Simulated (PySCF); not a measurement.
C4H6F3O (doublet state).
Cartesian coordinates in Å at the GFN2-xTB level; atoms count from 1:
```
atom  x, y, z in Å
C1     2.246    0.255    0.822
C2     1.050   -0.196    0.071
F3     1.282   -1.131   -0.898
O4     0.147    0.760   -0.298
C5    -1.039    0.315   -0.911
C6    -2.003   -0.292    0.118
F7    -1.778   -1.613    0.288
F8    -3.280   -0.175   -0.314
H9     2.707   -0.597    1.316
H10    2.994    0.710    0.162
H11    1.941    0.989    1.561
H12   -1.509    1.200   -1.344
H13   -0.838   -0.424   -1.696
H14   -1.921    0.198    1.101
```

The hyperfine couplings belong to this conformer and change with its torsions.

Identity: `C[C](F)OCC(F)F` [radical].

The calculation used PySCF, UKS B3LYP, pcH-1 on C F H O, non-relativistic, mean-field spin-orbit, GIAO. The structure is a single GFN2-xTB conformer in the gas phase; no vibrational or solvent corrections. A GFN2-xTB geometry isn't a minimum of the functional, and hyperfine couplings can be far from their values at a DFT geometry. Stability of the SCF solution: not tested.

Problem. Break the g tensor into its mass correction, gauge correction and orbital-Zeeman/spin–orbit terms.

Solution. 
```tsv
Δg (ppm)	1	2	3
relativistic mass correction	-232	-232	-232
gauge correction	2	75	74
orbital Zeeman/spin–orbit	-168	1637	2360
total	-399	1479	2202
```

So g = 2.00192, 2.00380, 2.00452 and g_iso = 2.00341; the tensor is rhombic: the two nearest values differ by 28 % of g3 − g1. 

Problem. What are the electron Larmor frequencies g μB B/h along the three axes at 340 mT?

Solution. 9.5266, 9.5355, 9.5390 GHz for g1, g2 and g3, a range of 12.4 MHz.

Problem. At 93.881 GHz, how far is the centre of the isotropic spectrum from where a free electron (g = 2.002319) resonates?

Solution. B = hν/(g μB) with μB/h = 13.99624 MHz/mT gives 3349.91 mT for the free electron and 3348.08 mT at g_iso, 1.83 mT lower.

Problem. What effective moment and Curie constant follow for a powder?

Solution. With the mean of g² = 4.0137 and S(S+1) = 0.75: μ_eff = √(⟨g²⟩S(S+1)) = 1.735 μB and χT = 0.12505·⟨g²⟩·S(S+1) = 0.376 cm³ K/mol (cgs; spin-Hamiltonian part alone).

Problem. In a frozen sample, at which fields do the three g values resonate at 9.5, 34, 94 and 263 GHz (hyperfine left aside), and which band first spreads them over more than twice a line width of 0.3 mT?

Solution. 
| band | GHz | B(g3) mT | B(g2) mT | B(g1) mT | spread mT |
| --- | --- | --- | --- | --- | --- |
| X | 9.5 | 338.61 | 338.73 | 339.05 | 0.44 |
| Q | 34.0 | 1211.87 | 1212.31 | 1213.45 | 1.57 |
| W | 94.0 | 3350.47 | 3351.68 | 3354.82 | 4.35 |
| J | 263.0 | 9374.19 | 9377.57 | 9386.36 | 12.18 |

The spread grows in proportion to the frequency. Q band is the first where it exceeds 0.6 mT.

The largest Mulliken spin populations are on C2 (+0.83), O4 (+0.08) and H10 (+0.07). C2 is the only atom above +0.15. The angles at C2 add up to 346.3°, so it is slightly pyramidal.

The HOMO–LUMO gaps are 6.64 eV among the α and 7.62 eV among the β orbitals.

Hardware: Arm Neoverse V2, one thread, on a shared host. Cost: 46 s wall (grids of density and orbitals included), 1.0 GiB resident at most.
